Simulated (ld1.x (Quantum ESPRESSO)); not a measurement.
## Plane-wave convergence, TM potential for cobalt (Co)

Co (Z = 27), norm-conserving Troullier–Martins (Kleinman–Bylander form), made with ld1.x (Quantum ESPRESSO) 7.5 (BP86, scalar-relativistic). Core [Ne], reference 3s2 3p6 3d7 4s1.75 4p0.25. Waves: 3s (bound): rc 0.75 bohr; 3p (bound): rc 1.15 bohr; 3d (bound): rc 1.30 bohr. Local part: the d channel. Core correction: none.

Occupied shells without a wave of their own: 4p, 4s. They enter only through the test configuration that unscreens the potential.

The pseudo-atom Hamiltonian at the reference potential is diagonalised in spherical Bessel functions j_l(qr) that vanish at 20 bohr, with q² up to the cutoff. All-electron valence levels (Ry): 3s -7.5699, 4s -0.4379, 3p -4.8683, 4p -0.1197, 3d -0.6488.

Q: How do the lowest levels (Ry) of each channel move with the cutoff, and are there ghosts?

A:

```tsv
cutoff (Ry)	s #1	s #2	p #1	p #2	p #3	d #1	d #2	f #1	f #2	Σ f·Δε (mRy)
8	-6.3067	-0.3299	-1.4678	-0.0231	0.0628	0.0465	0.1251	0.0979	0.2258	27989.3
25	-7.0723	-0.4217	-4.0778	-0.0925	0.0376	0.0455	0.1193	0.0979	0.2258	10613.1
50	-7.3034	-0.4235	-4.8249	-0.1128	0.0339	-0.0071	0.0587	0.0979	0.2258	5292.4
100	-7.5385	-0.4253	-4.8678	-0.1152	0.0336	-0.6077	0.0489	0.0979	0.2258	356.9
180	-7.5567	-0.4266	-4.8682	-0.1152	0.0336	-0.6485	0.0488	0.0979	0.2258	29.7
400	-7.5698	-0.4277	-4.8682	-0.1152	0.0336	-0.6487	0.0488	0.0979	0.2258	0.0
```

Result: no extra level below or beside the all-electron valence levels (s, p, d, f tested); 10 mRy is reached at 230 Ry and 1 mRy at over 300 Ry.

Its largest configuration-test error is +429 meV.
